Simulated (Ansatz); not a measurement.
Gas-phase electronic energies from Ansatz, PBE0-D4/def2-TZVP geometries. CBS: MP2 limit from def2 TZ/QZ plus the TZ coupled-cluster correction, frozen cores. This one scheme is used for every species. Functionals use def2-TZVPP. def2 core potentials past Kr. For Br, In outer-core shells are correlated without core-valence functions, which leaves a few kJ/mol of doubt a bond. Scalar relativity is left out up to krypton.

Consider the cleavage of the In–Si bond: `[F][In]([F])[SiH3]` + HBr → `[F][In]([F])[Br]` + SiH₄.

CCSD(T)/CBS gives -63.7 kJ/mol.

(1) Another level gave -64.9 kJ/mol. Which?
A. BLYP/def2-TZVPP
B. PBE-D4/def2-TZVPP
C. MP2/def2-TZVPP
D. r2SCANh/def2-TZVPP

Largest T1 diagnostic among the species: 0.016.

Results:

(1) C. MP2/def2-TZVPP -64.9, r2SCANh -60.6, BLYP -54.2, PBE-D4 -47.8 kJ/mol.

From BLYP to BHLYP (50 % exact exchange), in def2-TZVPP and without D4, ΔE moves by −15.5 kJ/mol. Leaving LDA and LC-ωPBE aside and taking each functional with its dispersion term where it has one, the values, not all of them listed here, spread over 21.6 kJ/mol, from BHLYP-D4 to PBE-D4. LDA lies +10.1 kJ/mol from PBE without D4.
